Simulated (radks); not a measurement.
The numbers below are computed, except where a source is named.
Question: Species: Ru4+. Configuration: [Kr] 4d4. Level of theory: Dirac Kohn-Sham, PBEsol, spin-unpolarised, spherical densities, point nucleus; open shells fill j = l - 1/2 first (a radial shooting solver on a logarithmic mesh with Libxc functionals).

Spin-orbit splittings of the eigenvalues, e(l+1/2) - e(l-1/2), with zeta = 2 splitting/(2l+1) and mean radii in bohr:

shell  occ.  splitting (eV)  zeta (eV)  <r> j=l-1/2  <r> j=l+1/2
2p        6           130.8      87.20       0.1237       0.1284
3p        6           22.22      14.81       0.3957       0.4064
3d       10           4.333      1.733       0.3819       0.3854
4p        6           3.597      2.398        1.077        1.104
4d        4          0.4598     0.1839        1.363        1.374
4f        0               ?          ?        2.881        2.883
5p        0          0.6406     0.4270        2.652        2.702

Estimate the 4f splitting.

Answer: 0.006205 eV (zeta = 0.001773 eV).
